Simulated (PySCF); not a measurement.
Br₂Sn, charge +1, doublet, at a GFN2-xTB geometry (such geometries of metal compounds can be far from the true shape) (a state made from the parent by changing its charge; the spin is typed, not shown lowest) (core potentials on Sn). Base run: PySCF with CAMB3LYP/def2-SVP.

The PySCF input:
```python
from pyscf import gto, scf, dft

mol = gto.Mole()
mol.atom = '''
    Sn   -0.02282736   -0.00101572    1.02101170
    Br    1.03639339    1.68673076   -0.70481009
    Br   -1.00378288   -1.68527973   -0.75377805
'''
mol.basis = 'def2-svp'
mol.ecp = {'Sn': 'def2-svp'}
mol.charge = 1
mol.spin = 1
mol.verbose = 4
mol.symmetry = True
mol.build()

mf = dft.UKS(mol)
mf.xc = 'camb3lyp'
mf.kernel()
mf.analyze()
```

Variants of this job, named by their change:

```tsv
change	ΔE vs base (eV)	point group used	SCF cycles	outcome
base	0.00	C2v	16	converged
symmetry_subgroup = Cs	0.00	Cs	16	converged
irrep_nelec = A1:(19, 17) A2:(6, 6) B1:(7, 7) B2:(14, 15)	5.34	C2v	15	converged
irrep_nelec = A1:(17, 17) A2:(7, 6) B1:(7, 7) B2:(15, 15)	-	-	50	not converged
symmetry_subgroup = C2	0.00	C2	16	converged
irrep_nelec = A1:(19, 17) A2:(5, 6) B1:(7, 7) B2:(15, 15)	5.50	C2v	15	converged
symmetry = off	0.00	C1	16	converged
irrep_nelec = A1:(18, 17) A2:(7, 6) B1:(6, 7) B2:(15, 15)	15.12	C2v	14	converged
```

Open shells are given as the SCF converged; they aren't shown to be the lowest states, and a large step between rows can be another state.
